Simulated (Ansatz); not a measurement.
HClO (SMILES OCl), singlet, at a GFN2-xTB geometry, atoms displaced at random by about 0.1 Å a coordinate. Base run: B3LYP/pcseg-1 in Ansatz (an electronic-structure program).

Input for Ansatz:
Ansatz 0.2 input:
```yaml
crystal:
  periodic: [false, false, false]
  atoms:
    - {symbol: O, position_ang: [0.21280813, 1.12629935, 0.08212653]}
    - {symbol: H, position_ang: [-0.80399940, 1.44603501, -0.06840348]}
    - {symbol: Cl, position_ang: [0.05557086, -0.47122416, 0.15004618]}
basis:
  gaussian:
    orbitals: pcseg-1.json
hamiltonian:
  xc: b3lyp
relax: {}
```
The basis file holds pcseg-1 in the JSON format of the Basis Set Exchange.

Each row names what was changed in the base input (with any setting that the change needs).

```
change                          ΔE vs base (µEh)  optimiser steps
------------------------------  ----------------  ---------------
base                                         0.0                6
relax = f_tol: 0.0005                        0.0                7
relax = f_tol: 0.05                          1.9                5
relax = f_tol: 0.1                          13.5                4
relax = max_displacement: 0.02               0.0                7
relax = f_tol: 0.002                         0.0                6
relax = escape_saddle: false                 0.0                6
```
